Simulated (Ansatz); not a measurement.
CH$_{8}$BFGaGeNSe (`[NH2][GeH2][B](CF)[GaH][SeH]`). The species carries charge 0 and has multiplicity 1. The geometry is a stationary point of PBE0-D4/def2-TZVP. It is one conformer, not always the lowest.

```xyz
15

N    -1.073   -1.855   -1.671
Ge    0.490   -1.067   -1.059
B     0.051    0.581    0.098
C    -1.440    0.923    0.315
F    -1.686    2.028    1.132
Ga    1.486    1.702    1.082
Se    2.275    0.805    3.091
H    -1.546   -1.318   -2.386
H    -0.933   -2.788   -2.036
H     1.183   -2.142   -0.198
H     1.476   -0.688   -2.196
H    -1.935    1.106   -0.651
H    -1.966    0.057    0.744
H     2.197    3.044    0.711
H     1.421   -0.388    3.024
```

Task: What is the dipole moment at PBE/def2-TZVPP? (Estimate.)

Result: Ansatz gave: 3.24 D, with components (-0.95, -1.52, -2.70) D in this frame, pointing from negative to positive charge.

Task: And with r2SCAN, B3LYP, ωB97M-V? (An estimate is asked.)

Result: Ansatz gave: r2SCAN 3.40 D, B3LYP 3.43 D, ωB97M-V 3.56 D.

Task: Give the Mulliken charges with PBE, r2SCAN, ωB97M-V in def2-TZVPP. (Best estimate.)

Result: Computed: 
| atom | PBE | r2SCAN | ωB97M-V |
| --- | --- | --- | --- |
| N1 | -0.41 | -0.45 | -0.39 |
| Ge2 | 0.13 | 0.19 | 0.09 |
| B3 | 0.01 | 0.01 | -0.01 |
| C4 | 0.13 | 0.20 | 0.12 |
| F5 | -0.22 | -0.26 | -0.25 |
| Ga6 | 0.11 | 0.16 | 0.15 |
| Se7 | -0.21 | -0.22 | -0.23 |
| H8 | 0.13 | 0.13 | 0.10 |
| H9 | 0.14 | 0.14 | 0.11 |
| H10 | -0.01 | -0.01 | 0.02 |
| H11 | -0.04 | -0.04 | -0.01 |
| H12 | 0.09 | 0.06 | 0.10 |
| H13 | 0.11 | 0.08 | 0.12 |
| H14 | -0.03 | -0.04 | 0.00 |
| H15 | 0.06 | 0.06 | 0.07 |

B3LYP here is the variant with VWN-RPA as its local correlation; programs differ in this.
